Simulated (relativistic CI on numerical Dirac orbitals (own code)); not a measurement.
Method of calculation: Dirac-Coulomb-Breit CI, separate exchange-only KLI orbitals for each configuration, a model potential for QED, unscaled Slater integrals (own radial code, finite nucleus).

Configuration list (outside the closed core [Ar] 3d10): 4s2 4p6 4d10, 4s2 4p6 4d9 4f, 4s2 4p5 4d10 4f, 4s 4p6 4d10 4f, 4s2 4p6 4d9 5s, 4s2 4p6 4d9 5p, 4s2 4p6 4d9 5d, 4s2 4p5 4d10 5s, 4s2 4p6 4d9 5f, 4s2 4p5 4d10 5p, 4s2 4p6 4d9 5g, 4s2 4p6 4d9 6s, 4s2 4p6 4d9 6p, 4s2 4p5 4d10 5d, 4s 4p6 4d10 5s, 4s2 4p6 4d9 6d, 4s 4p6 4d10 5p, 4p6 4d10 4f2, 4p6 4d9 4f3, 4p5 4d10 4f3, 4p6 4d9 4f2 5s, 4p6 4d9 4f2 5p, 4p6 4d9 4f2 5d. Double excitations out of closed p, d and f shells are left out; levels of such configurations are missing from the list, as are those of other unlisted configurations, and high levels can miss mixing partners. These lack a partner that the ground configuration has and come out too high: 4s2 4p5 4d10 5s, 4s2 4p6 4d9 5f, 4s2 4p5 4d10 5p, 4s2 4p6 4d9 5g, 4s2 4p6 4d9 6s.

At this charge energies of transitions that change n are usually good to better than 1 %, and those within a shell (Δn = 0) to a few per cent.

Outline of the computed level scheme of Os XXXI. Lowest level of each configuration: 4s2 4p6 4d10 1S_0 at 0.000 eV; 4s2 4p6 4d9 4f 3P°_0 at 199.900 eV; 4s2 4p6 4d9 5s 3D_3 at 392.893 eV; 4s2 4p5 4d10 4f 3D_1 at 409.685 eV; 4s2 4p6 4d9 5p 3P°_2 at 439.947 eV.

Some strong electric-dipole decays among the lowest 45 levels: 4s2 4p6 4d9 4f 1P°_1 → 4s2 4p6 4d10 1S_0 (6.6e+12 s⁻¹); 4s2 4p6 4d9 5p 1P°_1 → 4s2 4p6 4d10 1S_0 (1.9e+12 s⁻¹); 4s2 4p6 4d9 5p 3D°_1 → 4s2 4p6 4d10 1S_0 (1.1e+12 s⁻¹); 4s2 4p5 4d10 4f 3G_4 → 4s2 4p6 4d9 4f 3H°_5 (8.4e+11 s⁻¹); 4s2 4p5 4d10 4f 3G_5 → 4s2 4p6 4d9 4f 3H°_6 (8.2e+11 s⁻¹); 4s2 4p5 4d10 4f 3F_3 → 4s2 4p6 4d9 4f 3G°_4 (6.4e+11 s⁻¹); 4s2 4p5 4d10 4f 3F_4 → 4s2 4p6 4d9 4f 3G°_5 (6.3e+11 s⁻¹); 4s2 4p5 4d10 4f 3D_2 → 4s2 4p6 4d9 4f 3F°_3 (3.9e+11 s⁻¹).

LS names give the leading component of a level, which can be under half, so a name can repeat, a term be missing and a line seem to break the LS rules.
